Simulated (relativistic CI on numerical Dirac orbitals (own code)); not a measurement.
Zn3+: K-alpha X-ray emission

Computed with this model: Dirac-Coulomb-Breit CI, KLI orbitals optimised for each configuration, a model potential for QED, valence Slater integrals scaled by 0.8, multiplet model of X-ray emission after core ionisation; configurations [Ar] 3d9 → 1s 2s2 2p6 3s2 3p6 3d9 → [He] 2s2 2p5 3s2 3p6 3d9; 300 K; Lorentzian 1.8 eV and Gaussian 0.6 eV FWHM. Energies are those of the free ion, without screening or charge transfer. S is read from ⟨S²⟩ = S(S + 1).

Field parameters in Wybourne normalisation: Oh B⁴₀ = 21Dq, B⁴₄ = √(5/14) B⁴₀. The field is a parameter set, without covalency.

Computed curve for free ion, scaled to 100 at the maximum (points under 2 are left out and the grid is thinned):

(Energy (eV), Intensity): (8607.8, 2.1), (8608.4, 2.6), (8608.8, 2.9), (8609.4, 3.8), (8610.0, 5.0), (8610.4, 6.1), (8611.0, 8.8), (8611.4, 11.7), (8612.0, 19.3), (8612.6, 35.1), (8613.0, 52.0), (8613.6, 74.2), (8614.2, 66.7), (8614.6, 49.5), (8615.2, 27.3), (8615.6, 18.6), (8616.2, 11.4), (8616.8, 7.6), (8617.2, 6.1), (8617.8, 4.6), (8618.4, 3.6), (8618.8, 3.1), (8619.4, 2.6), (8619.8, 2.3), (8620.4, 2.1), (8628.8, 2.2), (8629.2, 2.4), (8629.8, 2.7), (8630.4, 3.2), (8630.8, 3.6), (8631.4, 4.3), (8631.8, 5.0), (8632.4, 6.5), (8633.0, 8.8), (8633.4, 11.3), (8634.0, 17.6), (8634.6, 30.2), (8635.0, 42.3), (8635.6, 53.4), (8636.0, 50.6), (8636.6, 46.8), (8637.2, 54.4), (8637.6, 63.4), (8638.2, 80.6), (8638.8, 98.0), (8639.2, 97.4), (8639.8, 66.8), (8640.2, 45.1), (8640.8, 25.5), (8641.4, 15.9), (8641.8, 12.2), (8642.4, 8.7), (8643.0, 6.5), (8643.4, 5.5), (8644.0, 4.4), (8644.4, 3.8), (8645.0, 3.1), (8645.6, 2.6), (8646.0, 2.4), (8646.6, 2.0)

The ground state has S = 0.50, and the centroid lies at 8629.88 eV.
